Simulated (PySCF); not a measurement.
Isomers of C4H6F2O, one GFN2-xTB conformer each. Single-point energies are computed at PBE0/pcSseg-1 (PySCF, gas phase, no added dispersion term), electronic only.

| SMILES | GFN2-xTB relative energy (kJ/mol) |
| --- | --- |
| CO/C=C/C(F)F | 73.2 |
| CC(C)(F)C(=O)F | 0.0 |

Conformers: `[CH3:1][O:2]/[CH:3]=[CH:4]/[CH:5]([F:6])[F:7]` with C1–O2–C3–C4 -2°, C3–C4–C5–F6 21°; `[CH3:1][C:2]([CH3:3])([F:4])[C:5](=[O:6])[F:7]` with C1–C2–C5–O6 -120°.

Question: What does PBE0/pcSseg-1 give for the same structures?

Answer: 
```
        SMILES  PBE0/pcSseg-1 E (Eh)  PBE0/pcSseg-1 (kJ/mol)  GFN2-xTB (kJ/mol)  point group
CC(C)(F)C(=O)F            -430.46685                     0.0                0.0            –
  CO/C=C/C(F)F            -430.41396                   138.9               73.2           C1
```

Both levels put the same isomer lowest. As drawn, the lower has a C=O bond, which the higher lacks; the higher has two fluorines on one carbon and a C=C bond outside aromatic rings, which the lower lacks.

Question: Which frontier levels, dipoles and rotational constants go with these structures?

Answer: 
```
        SMILES  HOMO (eV, PBE0/pcSseg-1)  LUMO (eV)  dipole (D)     A, B, C (MHz)
CC(C)(F)C(=O)F                     -9.10      -0.65        3.37  3425, 2366, 2011
  CO/C=C/C(F)F                     -7.20       0.22        3.28  6482, 1265, 1146
```
